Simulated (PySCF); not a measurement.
**Electronic absorption of C2H13OPSi3**

Species: C2H13OPSi3.
InChI=1S/C2H13OPSi3/c1-2-6-4-7-3-5/h4H,2,6-7H2,1,5H3

Method: TDDFT PBE0/def2-SVPD, vertical, gas phase, core orbitals frozen in the response (PySCF). The structure is a single PBE0-D3(BJ)/def2-SVP conformer in the gas phase; no vibrational or solvent corrections. Torsions of this conformer, `[CH3:1][CH2:2][SiH2:3][PH:4][SiH2:5][O:6][SiH3:7]`: C1–C2–Si3–P4 -177°, C2–Si3–P4–Si5 -93°, Si3–P4–Si5–O6 171°, P4–Si5–O6–Si7 -32°.

```json
{"state": "S1", "E (eV)": "5.92", "ν̃ (cm⁻¹)": "47750", "f": "0.021", "main configurations (H = HOMO, L = LUMO)": "H→L (74%), H→L+1 (21%)"}
{"state": "S2", "E (eV)": "6.14", "ν̃ (cm⁻¹)": "49530", "f": "0.022", "main configurations (H = HOMO, L = LUMO)": "H→L+1 (71%), H→L (21%)"}
{"state": "S3", "E (eV)": "6.57", "ν̃ (cm⁻¹)": "53010", "f": "0.024", "main configurations (H = HOMO, L = LUMO)": "H→L+2 (63%), H-1→L (15%)"}
{"state": "S4", "E (eV)": "6.65", "ν̃ (cm⁻¹)": "53600", "f": "0.068", "main configurations (H = HOMO, L = LUMO)": "H→L+3 (85%)"}
{"state": "S5", "E (eV)": "6.74", "ν̃ (cm⁻¹)": "54360", "f": "0.050", "main configurations (H = HOMO, L = LUMO)": "H-1→L (57%), H-1→L+1 (24%)"}
{"state": "S6", "E (eV)": "6.87", "ν̃ (cm⁻¹)": "55420", "f": "0.011", "main configurations (H = HOMO, L = LUMO)": "H→L+4 (70%), H→L+2 (10%), H→L+7 (9%)"}
```

The lowest singlet lies at 5.92 eV (209 nm, ultraviolet) and is weak; its leading configuration is HOMO→LUMO (74%). The most intense listed level is S4 at 6.65 eV (187 nm, f = 0.068), 0.72 eV above S1. Löwdin shares by element: HOMO phosphorus 61%, silicon 21% or more, hydrogen 5% or more; LUMO silicon 37% or more, phosphorus 10%, oxygen 10% (atoms not listed hold the other 43%). Of the 6 states listed, 6 reach f = 0.01 and none stays under 0.0005. The listed states span 0.95 eV, and the widest gap between neighbours is 0.43 eV (S2 to S3). Orbital energies (eV): HOMO-3 -8.70, HOMO-2 -8.57, HOMO-1 -8.18, HOMO -7.37, LUMO -0.32, LUMO+1 0.01, LUMO+2 0.29. The window holds the lowest 6 singlets.
